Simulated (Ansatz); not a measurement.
**Molecular dynamics of Cl$_{2}$FHZn**

input.yaml

```yaml
crystal:
  periodic: [false, false, false]
  atoms:
    - { symbol: Zn, position_ang: [-0.517506, 5.0e-06, -0.16798] }
    - { symbol: Cl, position_ang: [0.081131, -7.2e-05, 2.259107] }
    - { symbol: Cl, position_ang: [0.519143, -2.4e-05, -2.03566] }
    - { symbol: F, position_ang: [-2.109125, 7.6e-05, 0.831001] }
    - { symbol: H, position_ang: [-1.288442, 1.4e-05, 1.863231] }
basis:
  gaussian: { orbitals: def2-SVP }
hamiltonian:
  xc: hf
md:
  timestep: 0.5
  n_steps: 200
  ensemble: nve
  temperature: 300.0
  initial_velocities: maxwell_boltzmann
  seed: 3786
```

Launched with:

```bash
$ ansatz run input.yaml --threads 1 --pin off --max-ram 2048MiB --backend cpu --events-out ev --progress --plain --runs-dir out
```

It starts at the highest image of a converged band, a first-order saddle point between two minima.

Output, in part (one step line in 7, the closing report, with atoms numbered from 0):

```
md step     0: t =     0.00 fs  T =   300.0 K  F+E_penalty+E_count = -76091.28096505 eV  E_kin = 0.116334 eV  conserved = -76091.16463105 eV  (41 SCF iters)
md step     7: t =     3.50 fs  T =   260.6 K  F+E_penalty+E_count = -76091.26563410 eV  E_kin = 0.101055 eV  conserved = -76091.16457938 eV  (37 SCF iters)
md step    14: t =     7.00 fs  T =   197.6 K  F+E_penalty+E_count = -76091.24123773 eV  E_kin = 0.076627 eV  conserved = -76091.16461083 eV  (38 SCF iters)
md step    21: t =    10.50 fs  T =   110.6 K  F+E_penalty+E_count = -76091.20742620 eV  E_kin = 0.042903 eV  conserved = -76091.16452288 eV  (65 SCF iters)
md step    28: t =    14.00 fs  T =    93.1 K  F+E_penalty+E_count = -76091.20072062 eV  E_kin = 0.036120 eV  conserved = -76091.16460110 eV  (39 SCF iters)
md step    35: t =    17.50 fs  T =    96.7 K  F+E_penalty+E_count = -76091.20203506 eV  E_kin = 0.037508 eV  conserved = -76091.16452703 eV  (39 SCF iters)
md step    42: t =    21.00 fs  T =   170.4 K  F+E_penalty+E_count = -76091.23069375 eV  E_kin = 0.066076 eV  conserved = -76091.16461753 eV  (39 SCF iters)
md step    49: t =    24.50 fs  T =   222.2 K  F+E_penalty+E_count = -76091.25073821 eV  E_kin = 0.086169 eV  conserved = -76091.16456931 eV  (39 SCF iters)
md step    56: t =    28.00 fs  T =   268.8 K  F+E_penalty+E_count = -76091.26888075 eV  E_kin = 0.104252 eV  conserved = -76091.16462859 eV  (39 SCF iters)
md step    63: t =    31.50 fs  T =   249.8 K  F+E_penalty+E_count = -76091.26142667 eV  E_kin = 0.096857 eV  conserved = -76091.16456984 eV  (38 SCF iters)
md step    70: t =    35.00 fs  T =   248.1 K  F+E_penalty+E_count = -76091.26073812 eV  E_kin = 0.096197 eV  conserved = -76091.16454088 eV  (39 SCF iters)
md step    77: t =    38.50 fs  T =   311.4 K  F+E_penalty+E_count = -76091.28536377 eV  E_kin = 0.120758 eV  conserved = -76091.16460555 eV  (39 SCF iters)
md step    84: t =    42.00 fs  T =   393.8 K  F+E_penalty+E_count = -76091.31726389 eV  E_kin = 0.152719 eV  conserved = -76091.16454537 eV  (39 SCF iters)
md step    91: t =    45.50 fs  T =   499.4 K  F+E_penalty+E_count = -76091.35838257 eV  E_kin = 0.193676 eV  conserved = -76091.16470629 eV  (39 SCF iters)
md step    98: t =    49.00 fs  T =   505.2 K  F+E_penalty+E_count = -76091.36046357 eV  E_kin = 0.195895 eV  conserved = -76091.16456864 eV  (39 SCF iters)
md step   105: t =    52.50 fs  T =   501.0 K  F+E_penalty+E_count = -76091.35893585 eV  E_kin = 0.194278 eV  conserved = -76091.16465800 eV  (39 SCF iters)
md step   112: t =    56.00 fs  T =   479.6 K  F+E_penalty+E_count = -76091.35076369 eV  E_kin = 0.185985 eV  conserved = -76091.16477852 eV  (39 SCF iters)
md step   119: t =    59.50 fs  T =   413.6 K  F+E_penalty+E_count = -76091.32495091 eV  E_kin = 0.160399 eV  conserved = -76091.16455145 eV  (39 SCF iters)
md step   126: t =    63.00 fs  T =   410.8 K  F+E_penalty+E_count = -76091.32401246 eV  E_kin = 0.159298 eV  conserved = -76091.16471466 eV  (38 SCF iters)
md step   133: t =    66.50 fs  T =   408.5 K  F+E_penalty+E_count = -76091.32316961 eV  E_kin = 0.158402 eV  conserved = -76091.16476753 eV  (39 SCF iters)
md step   140: t =    70.00 fs  T =   390.4 K  F+E_penalty+E_count = -76091.31593631 eV  E_kin = 0.151398 eV  conserved = -76091.16453834 eV  (39 SCF iters)
md step   147: t =    73.50 fs  T =   441.0 K  F+E_penalty+E_count = -76091.33577296 eV  E_kin = 0.171024 eV  conserved = -76091.16474854 eV  (39 SCF iters)
md step   154: t =    77.00 fs  T =   475.7 K  F+E_penalty+E_count = -76091.34923626 eV  E_kin = 0.184485 eV  conserved = -76091.16475171 eV  (39 SCF iters)
md step   161: t =    80.50 fs  T =   479.9 K  F+E_penalty+E_count = -76091.35065636 eV  E_kin = 0.186098 eV  conserved = -76091.16455863 eV  (39 SCF iters)
md step   168: t =    84.00 fs  T =   521.5 K  F+E_penalty+E_count = -76091.36698741 eV  E_kin = 0.202239 eV  conserved = -76091.16474798 eV  (39 SCF iters)
md step   175: t =    87.50 fs  T =   492.8 K  F+E_penalty+E_count = -76091.35574999 eV  E_kin = 0.191093 eV  conserved = -76091.16465661 eV  (39 SCF iters)
md step   182: t =    91.00 fs  T =   430.3 K  F+E_penalty+E_count = -76091.33138671 eV  E_kin = 0.166862 eV  conserved = -76091.16452430 eV  (39 SCF iters)
md step   189: t =    94.50 fs  T =   404.8 K  F+E_penalty+E_count = -76091.32172891 eV  E_kin = 0.156984 eV  conserved = -76091.16474495 eV  (65 SCF iters)
md step   196: t =    98.00 fs  T =   335.2 K  F+E_penalty+E_count = -76091.29454787 eV  E_kin = 0.129993 eV  conserved = -76091.16455477 eV  (39 SCF iters)
md step   200: t =   100.00 fs  T =   339.7 K  F+E_penalty+E_count = -76091.29646465 eV  E_kin = 0.131747 eV  conserved = -76091.16471755 eV  (65 SCF iters)
Total energy: -76091.29646465 eV, -2796.3035685426 hartree
Atom 0 at    -0.711091    -0.094386    -0.267514 Å, force    -0.255999     0.329227    -0.376798 eV/Å
Atom 1 at     0.387059     0.044000     2.483324 Å, force    -0.497245     0.007121    -0.390989 eV/Å
Atom 2 at     0.660067     0.078903    -1.957653 Å, force    -0.348491    -0.150658     0.596897 eV/Å
Atom 3 at    -2.297773     0.085997     0.581824 Å, force     0.970068    -0.175494    -0.025880 eV/Å
Atom 4 at    -0.891961     0.177214     2.386711 Å, force     0.131667    -0.010196     0.196769 eV/Å
Dipole moment:     0.046456    -0.168357     0.446987 e Å
```

All steps were run. The conserved energy stayed within 0.037 meV per atom of its start (net change -0.017 meV per atom), so the integration is sound. The kinetic energy rose, since the run started high on the potential surface and went downhill. It ends in pieces (ClFZn + ClH), so much of that is their flight and rotation, not heat. A run of 0.1 ps of so small a system gives no equilibrium averages. The orbitals stay closed-shell, which can raise the energy where a bond breaks towards radicals; this wasn't checked here.

Between its relaxed ends the band would form Zn1–F4, Cl2–H5 and break F4–H5. These pairs go: Zn1–F4 1.88 → 1.81 Å, Cl2–H5 1.43 → 1.29 Å, F4–H5 1.32 → 2.29 Å. In the last frame they stand as after the step (other bonds may differ from the relaxed reactants and products). Also parted: Zn1–Cl2 2.50 → 2.97 Å. It ends as ClFZn + ClH. Pairs count as bonded within 1.25 times the sum of covalent radii (0.12 Å more for H–H).

Last frame:

```xyz
5
Properties=species:S:1:pos:R:3
Zn -0.711 -0.094 -0.268
Cl 0.387 0.044 2.483
Cl 0.660 0.079 -1.958
F -2.298 0.086 0.582
H -0.892 0.177 2.387
```

Time of the run: 5.1 min on 1 thread of Intel(R) Xeon(R) Platinum 8488C (Sapphire Rapids), on a shared host, peak memory 0.19 GiB.
